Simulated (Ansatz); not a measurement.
Ansatz (a quantum-chemistry and plane-wave program) input (CCSD(T)/def2-SVPD):

Ansatz 0.2 input:
```yaml
crystal:
  periodic: [false, false, false]
  atoms:
    - {symbol: Si, position_ang: [-0.11195686, -0.08544414, -0.86256966]}
    - {symbol: Br, position_ang: [0.21229064, 0.12581020, 1.37064662]}
    - {symbol: N, position_ang: [1.47579977, -0.51939975, -1.41903468]}
    - {symbol: N, position_ang: [-0.83656194, 1.37641757, -1.33586308]}
    - {symbol: N, position_ang: [-1.11075077, -1.35739514, -1.36535778]}
    - {symbol: H, position_ang: [2.16638345, 0.22338293, -1.29676574]}
    - {symbol: H, position_ang: [-1.25600116, 1.48575882, -2.24474515]}
    - {symbol: H, position_ang: [-0.66741868, 2.24833677, -0.86399693]}
    - {symbol: H, position_ang: [-0.71503131, -2.27181803, -1.51459084]}
    - {symbol: H, position_ang: [-2.09011781, -1.39015833, -1.13476880]}
basis:
  gaussian:
    orbitals: def2-SVPD
magnetization: {spin_polarized: true, initial_magnetization: 1}
correlation: {method: ccsd_t, electrons: outside_noble_gas}
output: {forces: true}
```

End of the output:

```
cycle  19  -21.01921253 eV  change   -1.3e-7 eV  update   3.4e-7
perturbative correction -0.67040877 eV, -0.0246370680 hartree
the calculation of the forces begins
Total energy: -82395.98640010 eV, -3027.9966501983 hartree
Atom 0 at    -0.111957    -0.085444    -0.862570 Å, force    -0.042578     0.100795     0.465332 eV/Å
Atom 1 at     0.212291     0.125810     1.370647 Å, force     0.025019     0.027376     0.156463 eV/Å
Atom 2 at     1.475800    -0.519400    -1.419035 Å, force     0.482968    -0.392337    -0.239333 eV/Å
Atom 3 at    -0.836562     1.376418    -1.335863 Å, force    -0.208721     0.241083     0.012381 eV/Å
Atom 4 at    -1.110751    -1.357395    -1.365358 Å, force    -0.168639    -0.211399    -0.200150 eV/Å
Atom 5 at     2.166383     0.223383    -1.296766 Å, force     0.262807     0.194858    -0.003023 eV/Å
Atom 6 at    -1.256001     1.485759    -2.244745 Å, force    -0.157459     0.050571    -0.316826 eV/Å
Atom 7 at    -0.667419     2.248337    -0.863997 Å, force     0.045570     0.345728     0.148482 eV/Å
Atom 8 at    -0.715031    -2.271818    -1.514591 Å, force     0.118027    -0.341144    -0.062933 eV/Å
Atom 9 at    -2.090118    -1.390158    -1.134769 Å, force    -0.356995    -0.015532     0.039606 eV/Å
Dipole moment:    -0.278196     0.234574    -0.342102 e Å
```

It need not be the lowest isomer of its formula.
